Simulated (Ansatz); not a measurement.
CH9BGeSi can be A, `[BH2][GeH]([CH3])[SiH3]`, or B, `[BH2][GeH2][SiH2]C`.

Gas-phase electronic energies from Ansatz, PBE0-D4/def2-TZVP geometries. CCSD(T)/CBS is the MP2 limit (def2-TZVPP, def2-QZVPP) plus CCSD(T) − MP2 in def2-TZVPP, frozen cores. DFT in def2-TZVPP. B3LYP here is the variant with VWN-RPA as its local correlation; programs differ in this. For Ge outer-core shells are correlated without core-valence functions, which leaves a few kJ/mol of doubt a bond. Scalar relativity is left out up to krypton. One conformer a species, not always the lowest.

(1) Which is lower in electronic energy at CCSD(T)/CBS, and by how much? (Best estimate.)

(2) Give E(B) − E(A) in kJ/mol with B3LYP, PBE-D4, BLYP-D4, CCSD(T)/def2-TZVPP, HF/def2-TZVPP, PBE0-D4, ωB97M-V. (Estimate.)

(3) Does the order hold for the free energy at 298.15 K (harmonic terms from PBE0-D4)? (Best estimate.)

Largest T1 diagnostic: 0.012.

Answers

(1) Ansatz gave: B, by 13.5 kJ/mol.

(2) Ansatz gave: B3LYP -15.1, PBE-D4 -15.7, BLYP-D4 -14.1, CCSD(T)/def2-TZVPP -11.0, HF/def2-TZVPP -14.1, PBE0-D4 -16.0, ωB97M-V -16.1. None reverses the order clearly.

(3) Ansatz gave: Yes: G(B) − G(A) = -13.1 kJ/mol, for one conformer each. Modes under 60 cm⁻¹, often nearly free rotors, make the harmonic entropy too high.

In def2-TZVPP, CCSD(T) changes the Hartree–Fock value by +3.1 kJ/mol (the triples alone add +0.4 kJ/mol) and MP2 by +3.5 kJ/mol. Leaving LDA and LC-ωPBE aside and taking each functional with its dispersion term where it has one, the values, not all of them listed here, spread over 6.7 kJ/mol, from B97M-V to B2PLYP. LDA lies −3.4 kJ/mol from PBE without D4.
